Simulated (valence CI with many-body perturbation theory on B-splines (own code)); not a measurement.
**E1 line list for Sn⁴²⁺**

Computed by configuration interaction combined with many-body perturbation theory (CI+MBPT): six valence electrons over a frozen Dirac-Fock core [He], a basis of 9 s, 9 p, 8 d, 6 f, 3 g, 1 h functions for each j, with the one-electron correlation potential Σ1, the two-electron term Σ2, the three-electron term Σ3, Breit, model QED; selected CI, second order for the rest, scaled by the run's own slope (own B-spline code, finite nucleus).

The last digits are not significant, and no measured levels were compared; by estimate large intervals hold to a few tenths of a per cent, small ones and those within an open d or f shell to about a per cent. Among the levels kept, up to 2200 cm⁻¹ of a level comes from second order outside the variational space, and about a tenth of that is noise between levels of different J, which matters for small intervals.

Lines 101 to 150 of 240 in falling wavelength, among levels below 34405 × 10³ cm⁻¹, chosen from the strongest by gf and those to the six lowest levels. Wavelengths and rates use the calculated energies. Electric multipoles are in the length gauge with retardation, E1 and E2 with the static RPA response of the core. Weak lines are less certain than strong ones. Lines between different terms over intervals too small for the method are left out, as are lines whose strength nearly cancels. The highest levels of a list are the least certain.

Levels are named by their leading jj configuration (3d3/2^4 stands for four electrons in 3d with j = 3/2), which in mixed levels can hold well under half, so a name can repeat and another be missing. Letters in brackets count levels of one name in rising energy.

| λ vac (nm) | Upper | Lower | A (s⁻¹) | S (a.u.) |
| --- | --- | --- | --- | --- |
| 4.517 | (2p1/2^2 2p3/2^4) J=0 | (2s 2p1/2 2p3/2^4) J=1 | 2.65e+11 | 1.21e-02 |
| 4.396 | (2s 2p1/2^2 2p3/2^3) J=1 | (2s^2 2p1/2 2p3/2^3) J=1 | 2.11e+10 | 2.66e-03 |
| 2.917 | (2s 2p1/2^2 2p3/2^2 3s) J=3 | (2s^2 2p1/2^2 2p3/2 3s) J=2 | 1.23e+11 | 1.06e-02 |
| 2.902 | (2s 2p1/2^2 2p3/2^2 3p1/2) J=2 | (2s^2 2p1/2^2 2p3/2 3p1/2) J=1 | 7.40e+10 | 4.46e-03 |
| 2.805 | (2s 2p1/2^2 2p3/2^2 3s) J=2 [a] | (2s^2 2p1/2^2 2p3/2 3s) J=2 | 6.34e+10 | 3.45e-03 |
| 2.631 | (2s 2p1/2^2 2p3/2^3) J=2 | (2s^2 2p1/2^2 2p3/2^2) J=2 | 4.48e+11 | 2.01e-02 |
| 2.592 | (2s 2p1/2 2p3/2^4) J=0 | (2s^2 2p1/2 2p3/2^3) J=1 | 8.77e+11 | 7.53e-03 |
| 2.560 | (2s 2p1/2^2 2p3/2^3) J=1 | (2s^2 2p1/2^2 2p3/2^2) J=0 | 2.63e+11 | 6.52e-03 |
| 2.541 | (2s 2p1/2^2 2p3/2^2 3s) J=1 [a] | (2s^2 2p1/2^2 2p3/2 3s) J=2 | 5.27e+11 | 1.28e-02 |
| 2.540 | (2s 2p1/2^2 2p3/2^2 3s) J=2 [b] | (2s^2 2p1/2^2 2p3/2 3s) J=1 | 9.44e+10 | 3.82e-03 |
| 2.538 | (2s 2p1/2^2 2p3/2^2 3s) J=1 [b] | (2s^2 2p1/2^2 2p3/2 3s) J=1 | 8.13e+11 | 1.97e-02 |
| 2.513 | (2s 2p1/2 2p3/2^4) J=1 | (2s^2 2p1/2 2p3/2^3) J=2 | 9.89e+11 | 2.32e-02 |
| 2.509 | (2s 2p1/2^2 2p3/2^2 3s) J=2 [b] | (2s^2 2p1/2^2 2p3/2 3s) J=2 | 6.85e+11 | 2.67e-02 |
| 2.471 | (2p1/2^2 2p3/2^4) J=0 | (2s 2p1/2^2 2p3/2^3) J=1 | 1.64e+12 | 1.22e-02 |
| 2.435 | (2s 2p1/2 2p3/2^4) J=1 | (2s^2 2p1/2 2p3/2^3) J=1 | 1.34e+11 | 2.87e-03 |
| 2.393 | (2s 2p1/2^2 2p3/2^3) J=1 | (2s^2 2p1/2^2 2p3/2^2) J=2 | 8.62e+11 | 1.75e-02 |
| 1.742 | (2s 2p1/2 2p3/2^4) J=1 | (2s^2 2p1/2^2 2p3/2^2) J=0 | 1.74e+09 | 1.36e-05 |
| 1.663 | (2s 2p1/2 2p3/2^4) J=1 | (2s^2 2p1/2^2 2p3/2^2) J=2 | 3.48e+10 | 2.37e-04 |
| 0.3786 | (2s^2 2p1/2^2 2p3/2 3s) J=1 | (2s^2 2p3/2^4) J=0 | 8.19e+07 | 6.58e-09 |
| 0.3683 | (2s^2 2p1/2^2 2p3/2 3p1/2) J=1 | (2s 2p1/2^2 2p3/2^3) J=2 | 5.57e+10 | 4.12e-06 |
| 0.3681 | (2s^2 2p1/2^2 2p3/2 3p1/2) J=2 | (2s 2p1/2^2 2p3/2^3) J=2 | 6.06e+09 | 7.46e-07 |
| 0.3610 | (2s^2 2p1/2^2 2p3/2 3p3/2) J=3 | (2s 2p1/2^2 2p3/2^3) J=2 | 4.64e+10 | 7.55e-06 |
| 0.3610 | (2s^2 2p1/2^2 2p3/2 3p3/2) J=1 | (2s 2p1/2^2 2p3/2^3) J=2 | 7.79e+10 | 5.43e-06 |
| 0.3593 | (2s^2 2p1/2^2 2p3/2 3p3/2) J=2 | (2s 2p1/2^2 2p3/2^3) J=2 | 5.89e+10 | 6.74e-06 |
| 0.3555 | (2s^2 2p1/2^2 2p3/2 3d3/2) J=1 | (2s^2 2p3/2^4) J=0 | 4.12e+08 | 2.74e-08 |
| 0.3543 | (2s^2 2p1/2 2p3/2^2 3s) J=1 [a] | (2s^2 2p3/2^4) J=0 | 1.13e+10 | 7.45e-07 |
| 0.3525 | (2s^2 2p1/2^2 2p3/2 3s) J=2 | (2s^2 2p1/2 2p3/2^3) J=2 | 1.64e+10 | 1.77e-06 |
| 0.3519 | (2s^2 2p1/2^2 2p3/2 3s) J=1 | (2s^2 2p1/2 2p3/2^3) J=2 | 9.07e+09 | 5.85e-07 |
| 0.3518 | (2s^2 2p1/2^2 2p3/2 3d5/2) J=1 | (2s^2 2p3/2^4) J=0 | 3.86e+09 | 2.49e-07 |
| 0.3510 | (2s^2 2p1/2^2 2p3/2 3s) J=2 | (2s^2 2p1/2 2p3/2^3) J=1 | 1.53e+09 | 1.63e-07 |
| 0.3503 | (2s^2 2p1/2^2 2p3/2 3s) J=1 | (2s^2 2p1/2 2p3/2^3) J=1 | 5.47e+10 | 3.48e-06 |
| 0.3500 | (2s^2 2p1/2 2p3/2^2 3s) J=1 [b] | (2s^2 2p3/2^4) J=0 | 2.96e+10 | 1.88e-06 |
| 0.3455 | (2s^2 2p1/2 2p3/2^2 3p1/2) J=1 [a] | (2s 2p1/2^2 2p3/2^3) J=2 | 1.45e+10 | 8.85e-07 |
| 0.3448 | (2s^2 2p1/2 2p3/2^2 3p1/2) J=2 [a] | (2s 2p1/2^2 2p3/2^3) J=2 | 2.62e+09 | 2.65e-07 |
| 0.3435 | (2s^2 2p1/2 2p3/2^2 3p1/2) J=3 | (2s 2p1/2^2 2p3/2^3) J=2 | 2.31e+10 | 3.24e-06 |
| 0.3415 | (2s^2 2p1/2 2p3/2^2 3p1/2) J=2 [b] | (2s 2p1/2^2 2p3/2^3) J=2 | 3.89e+11 | 3.82e-05 |
| 0.3411 | (2s^2 2p1/2 2p3/2^2 3p1/2) J=1 [b] | (2s 2p1/2^2 2p3/2^3) J=2 | 7.29e+09 | 4.28e-07 |
| 0.3391 | (2s^2 2p1/2 2p3/2^2 3p3/2) J=3 [a] | (2s 2p1/2^2 2p3/2^3) J=2 | 1.74e+11 | 2.35e-05 |
| 0.3390 | (2s^2 2p1/2 2p3/2^2 3p3/2) J=2 [a] | (2s 2p1/2^2 2p3/2^3) J=2 | 2.17e+11 | 2.08e-05 |
| 0.3377 | (2s^2 2p1/2 2p3/2^2 3p3/2) J=1 [a] | (2s 2p1/2^2 2p3/2^3) J=2 | 6.09e+09 | 3.47e-07 |
| 0.3373 | (2s^2 2p1/2 2p3/2^2 3p3/2) J=3 [b] | (2s 2p1/2^2 2p3/2^3) J=2 | 1.06e+11 | 1.40e-05 |
| 0.3359 | (2s^2 2p1/2 2p3/2^2 3p3/2) J=1 [b] | (2s 2p1/2^2 2p3/2^3) J=2 | 3.41e+11 | 1.91e-05 |
| 0.3349 | (2s^2 2p1/2 2p3/2^2 3p3/2) J=2 [b] | (2s 2p1/2^2 2p3/2^3) J=2 | 1.30e+12 | 1.21e-04 |
| 0.3344 | (2s^2 2p1/2 2p3/2^2 3d3/2) J=1 [a] | (2s^2 2p3/2^4) J=0 | 1.94e+11 | 1.07e-05 |
| 0.3343 | (2s^2 2p1/2 2p3/2^2 3p3/2) J=1 [c] | (2s 2p1/2^2 2p3/2^3) J=2 | 1.11e+12 | 6.14e-05 |
| 0.3339 | (2s^2 2p1/2 2p3/2^2 3p3/2) J=2 [c] | (2s 2p1/2^2 2p3/2^3) J=2 | 1.17e+12 | 1.08e-04 |
| 0.3331 | (2s 2p1/2^2 2p3/2^2 3s) J=3 | (2s 2p1/2^2 2p3/2^3) J=2 | 4.64e+12 | 5.92e-04 |
| 0.3325 | (2s^2 2p1/2^2 2p3/2 3d3/2) J=2 | (2s^2 2p1/2 2p3/2^3) J=2 | 6.95e+10 | 6.30e-06 |
| 0.3321 | (2s^2 2p1/2^2 2p3/2 3d3/2) J=3 | (2s^2 2p1/2 2p3/2^3) J=2 | 8.47e+09 | 1.07e-06 |
| 0.3320 | (2s^2 2p1/2 2p3/2^2 3d5/2) J=1 [a] | (2s^2 2p3/2^4) J=0 | 2.63e+10 | 1.43e-06 |
